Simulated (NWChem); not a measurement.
Molecule: hydrogen iodide (HI); SMILES I

```xyz
2

I      0.0000     0.0000     0.0520
H      0.0000     0.0000    -1.5652
```
Atoms are numbered in this order, from 1.

Structure relaxed at the PBE0/def2-SVP (def2 core potentials past Kr) level.

Spin-orbit effects, on the heavy nuclei and on their neighbours, are missing.

**Question.** Give the principal values of the shielding tensors (ppm) of I1 from PBE0/x2c-TZVPall-s, scalar ZORA without spin-orbit coupling, GIAO (NWChem), with their diamagnetic and paramagnetic parts as GIAO splits them.

**Answer.** 
```csv
atom,σ11,σ22,σ33,isotropic,diamagnetic,paramagnetic
I1,3655.2,3655.2,5527.4,4279.3,5455.3,-1176.0
```
